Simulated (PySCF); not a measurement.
# Ionisation energy along the 23-electron series

Calculated with PySCF 2.14 and a two-component X2C-1e Hamiltonian (Gaussian nucleus, no Breit or QED terms), each ion in its own even-tempered basis scaled to its charge; GMP2 freezes [Ne] and drops the highest virtual spinors. Values in eV. NIST values: (m) measured, (s) semi-empirical, (t) theoretical.

```csv
ion,configuration,GHF (screened spin-orbit),NIST
Co(4+),[Ar] 3d5,78.537,79.5 ± 0.2 (s)
Ni(5+),[Ar] 3d5,106.73,108 ± 1 (s)
Cu(6+),[Ar] 3d5,129.30,139 ± 1.2 (s)
```

Between Z = 27 and Z = 29 the GHF (screened spin-orbit) value grows as Z to the power 6.98.
